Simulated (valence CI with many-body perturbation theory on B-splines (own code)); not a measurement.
E1 transitions of Ta XLIII

Calculated by configuration interaction combined with many-body perturbation theory (CI+MBPT): three valence electrons over a frozen Dirac-Fock core [Ar] 3d10, a basis of 11 s, 11 p, 10 d, 8 f, 5 g, 2 h functions for each j, with the one-electron correlation potential Σ1, the two-electron term Σ2, the three-electron term Σ3, Breit, model QED; selected CI, second order for the rest, scaled by the run's own slope (own B-spline code, finite nucleus).

The last digits are not significant, and no measured levels were compared; by estimate large intervals hold to a few tenths of a per cent, small ones and those within an open d or f shell to about a per cent.

Lines 151 to 200 of 552 in falling wavelength, among levels below 6409.3 × 10³ cm⁻¹, chosen from the strongest by gf and those to the six lowest levels. Wavelengths and rates use the calculated energies. Electric multipoles are in the length gauge, E1 and E2 with the static RPA response of the core. Weak lines are less certain than strong ones. Lines between different terms over intervals too small for the method are left out, as are lines whose strength nearly cancels. Where a level lies close to another of its J and parity, the split of strength between their lines is uncertain. The highest levels of a list are the least certain.

Levels are named by their leading jj configuration (3d3/2^4 stands for four electrons in 3d with j = 3/2), which in mixed levels can hold well under half, so a name can repeat and another be missing. Letters in brackets count levels of one name in rising energy.

| λ vac (Å) | Upper | Lower | A (s⁻¹) | S (a.u.) with core polarisation | S without |
| --- | --- | --- | --- | --- | --- |
| 69.16 | (4p1/2 4p3/2 4d5/2) J=7/2 [a] | (4s 4p1/2 4d5/2) J=5/2 [b] | 8.46e+10 | 1.11e-01 | 1.17e-01 |
| 69.13 | (4p1/2 4p3/2 4f7/2) J=7/2 [c] | (4p1/2 4p3/2 4d3/2) J=5/2 [b] | 3.33e+11 | 4.34e-01 | 4.59e-01 |
| 69.12 | (4p1/2 4d3/2 4d5/2) J=7/2 [b] | (4s 4p1/2 4f5/2) J=5/2 [b] | 1.03e+11 | 1.34e-01 | 1.42e-01 |
| 69.10 | (4p3/2 4d3/2 4d5/2) J=11/2 | (4s 4d3/2 4d5/2) J=9/2 | 9.89e+10 | 1.93e-01 | 2.06e-01 |
| 69.05 | (4s 4p3/2 4f5/2) J=9/2 | (4s 4p3/2 4d5/2) J=7/2 [a] | 5.01e+11 | 8.14e-01 | 8.60e-01 |
| 69.02 | (4p1/2 4p3/2 4f7/2) J=7/2 [a] | (4s 4p1/2 4f7/2) J=5/2 | 6.58e+10 | 8.54e-02 | 9.07e-02 |
| 69.01 | (4p3/2^2 4d3/2) J=5/2 | (4s 4p3/2 4d3/2) J=5/2 [b] | 8.52e+10 | 8.29e-02 | 8.82e-02 |
| 68.97 | (4p1/2 4p3/2 4d5/2) J=5/2 [b] | (4p1/2 4p3/2^2) J=5/2 | 9.43e+10 | 9.16e-02 | 9.70e-02 |
| 68.91 | (4p3/2 4d3/2 4d5/2) J=9/2 [b] | (4s 4p3/2 4f5/2) J=7/2 [a] | 2.74e+11 | 4.42e-01 | 4.68e-01 |
| 68.90 | (4p3/2^2 4d5/2) J=5/2 [b] | (4p3/2^3) J=3/2 | 9.34e+11 | 9.05e-01 | 9.58e-01 |
| 68.83 | (4p1/2 4p3/2 4f5/2) J=9/2 | (4s 4p1/2 4f7/2) J=7/2 [c] | 3.07e+11 | 4.95e-01 | 5.23e-01 |
| 68.81 | (4s 4d3/2 4d5/2) J=5/2 [b] | (4s 4p3/2 4d3/2) J=7/2 | 7.91e+10 | 7.63e-02 | 8.09e-02 |
| 68.65 | (4p3/2^2 4f5/2) J=9/2 | (4s 4d5/2^2) J=9/2 | 8.62e+10 | 1.38e-01 | 1.46e-01 |
| 68.63 | (4p3/2 4d3/2 4d5/2) J=9/2 [a] | (4s 4d3/2 4d5/2) J=7/2 [a] | 7.88e+10 | 1.26e-01 | 1.34e-01 |
| 68.57 | (4s 4d5/2 4f5/2) J=5/2 [a] | (4s 4d3/2 4d5/2) J=5/2 [b] | 1.05e+11 | 1.00e-01 | 1.06e-01 |
| 68.54 | (4s 4d5/2 4f7/2) J=7/2 [a] | (4s 4d3/2 4d5/2) J=5/2 [b] | 7.59e+10 | 9.65e-02 | 1.02e-01 |
| 68.42 | (4s 4d5/2^2) J=9/2 | (4s 4p3/2 4d5/2) J=9/2 | 7.95e+10 | 1.26e-01 | 1.33e-01 |
| 68.41 | (4s 4d5/2 4f7/2) J=5/2 [a] | (4s 4p3/2 4f7/2) J=7/2 [a] | 1.64e+11 | 1.55e-01 | 1.65e-01 |
| 68.40 | (4s 4d3/2 4f7/2) J=7/2 [a] | (4s 4d3/2^2) J=5/2 | 5.68e+10 | 7.17e-02 | 7.56e-02 |
| 68.40 | (4p3/2^2 4d5/2) J=1/2 | (4s 4p3/2 4d5/2) J=3/2 [b] | 6.09e+11 | 1.92e-01 | 2.04e-01 |
| 68.35 | (4s 4p3/2 4f5/2) J=7/2 [a] | (4s^2 4f5/2) J=5/2 | 6.92e+10 | 8.72e-02 | 9.30e-02 |
| 68.35 | (4s 4d3/2 4d5/2) J=5/2 [b] | (4s 4p3/2 4d3/2) J=3/2 [a] | 1.17e+11 | 1.10e-01 | 1.17e-01 |
| 68.20 | (4s 4p1/2 4f5/2) J=3/2 | (4s 4p1/2 4d3/2) J=1/2 | 1.46e+11 | 9.12e-02 | 9.62e-02 |
| 68.19 | (4s 4d5/2 4f5/2) J=7/2 [a] | (4s 4d3/2 4d5/2) J=5/2 [a] | 7.39e+10 | 9.24e-02 | 9.83e-02 |
| 68.16 | (4s 4d5/2 4f7/2) J=11/2 [b] | (4s 4p3/2 4f7/2) J=11/2 | 1.56e+11 | 2.92e-01 | 3.09e-01 |
| 68.13 | (4p3/2 4d3/2 4d5/2) J=7/2 [a] | (4s 4d3/2 4d5/2) J=7/2 [b] | 1.27e+11 | 1.59e-01 | 1.69e-01 |
| 68.08 | (4p3/2 4d5/2^2) J=11/2 | (4s 4d5/2^2) J=9/2 | 6.55e+11 | 1.22e+00 | 1.29e+00 |
| 68.06 | (4s 4p3/2 4d5/2) J=5/2 [a] | (4s^2 4d5/2) J=5/2 | 3.47e+11 | 3.24e-01 | 3.43e-01 |
| 68.06 | (4p3/2^2 4d3/2) J=3/2 [b] | (4s 4p3/2 4d5/2) J=1/2 | 1.83e+11 | 1.14e-01 | 1.20e-01 |
| 68.01 | (4p3/2^2 4d5/2) J=9/2 | (4s 4p3/2 4d5/2) J=7/2 [b] | 1.20e+12 | 1.87e+00 | 1.98e+00 |
| 67.99 | (4p3/2 4d3/2 4d5/2) J=5/2 | (4s 4d3/2 4d5/2) J=5/2 [a] | 9.08e+10 | 8.45e-02 | 8.95e-02 |
| 67.98 | (4s 4d5/2 4f7/2) J=7/2 [b] | (4s 4p3/2 4f7/2) J=7/2 [a] | 6.48e+10 | 8.04e-02 | 8.52e-02 |
| 67.77 | (4p3/2^2 4d5/2) J=7/2 | (4s 4p3/2 4d3/2) J=5/2 [b] | 1.35e+11 | 1.66e-01 | 1.75e-01 |
| 67.75 | (4s 4p3/2 4f7/2) J=5/2 [b] | (4s 4p3/2 4d5/2) J=7/2 [a] | 8.65e+10 | 7.97e-02 | 8.46e-02 |
| 67.63 | (4p1/2 4p3/2 4f7/2) J=9/2 [a] | (4s 4p1/2 4f7/2) J=9/2 | 1.25e+11 | 1.91e-01 | 2.03e-01 |
| 67.60 | (4p1/2 4p3/2 4f5/2) J=5/2 [a] | (4s 4p1/2 4f5/2) J=3/2 | 1.09e+11 | 9.94e-02 | 1.05e-01 |
| 67.57 | (4p3/2 4d3/2 4d5/2) J=3/2 [b] | (4s 4p3/2 4f5/2) J=5/2 [a] | 1.14e+11 | 6.96e-02 | 7.39e-02 |
| 67.57 | (4s 4p1/2 4f7/2) J=5/2 | (4s 4p1/2 4d3/2) J=3/2 [b] | 1.05e+11 | 9.58e-02 | 1.01e-01 |
| 67.44 | (4p1/2 4p3/2 4d5/2) J=7/2 [a] | (4s 4p1/2 4d5/2) J=7/2 | 5.98e+10 | 7.24e-02 | 7.68e-02 |
| 67.40 | (4s 4d5/2 4f7/2) J=7/2 [b] | (4s 4p3/2 4f7/2) J=9/2 [a] | 5.53e+10 | 6.68e-02 | 7.09e-02 |
| 67.39 | (4s 4d5/2 4f5/2) J=7/2 [a] | (4s 4d3/2 4d5/2) J=7/2 [a] | 6.18e+10 | 7.47e-02 | 7.87e-02 |
| 67.38 | (4p1/2 4p3/2 4d5/2) J=3/2 [a] | (4s 4p1/2 4d5/2) J=3/2 | 3.44e+11 | 2.08e-01 | 2.20e-01 |
| 67.37 | (4p3/2^2 4d5/2) J=7/2 | (4s 4p3/2 4d5/2) J=7/2 [a] | 2.99e+11 | 3.61e-01 | 3.82e-01 |
| 67.25 | (4s 4d5/2 4f5/2) J=5/2 [b] | (4s 4d3/2 4d5/2) J=3/2 [b] | 1.15e+11 | 1.03e-01 | 1.10e-01 |
| 67.25 | (4s 4d3/2 4f7/2) J=5/2 [a] | (4s 4d3/2^2) J=5/2 | 9.51e+10 | 8.57e-02 | 9.06e-02 |
| 67.23 | (4s 4d5/2 4f7/2) J=5/2 [b] | (4s 4p3/2 4f5/2) J=5/2 [a] | 1.29e+11 | 1.16e-01 | 1.23e-01 |
| 67.22 | (4p3/2^2 4d5/2) J=5/2 [a] | (4s 4p3/2 4d5/2) J=3/2 [b] | 6.31e+11 | 5.67e-01 | 6.01e-01 |
| 67.19 | (4s 4p3/2 4f5/2) J=5/2 [a] | (4s^2 4f5/2) J=5/2 | 9.22e+10 | 8.28e-02 | 8.76e-02 |
| 67.17 | (4s 4p3/2 4d5/2) J=7/2 [b] | (4s 4p3/2^2) J=5/2 | 9.69e+11 | 1.16e+00 | 1.23e+00 |
| 67.12 | (4s 4d5/2 4f5/2) J=3/2 [a] | (4s 4d3/2 4d5/2) J=3/2 [a] | 1.33e+11 | 7.95e-02 | 8.38e-02 |
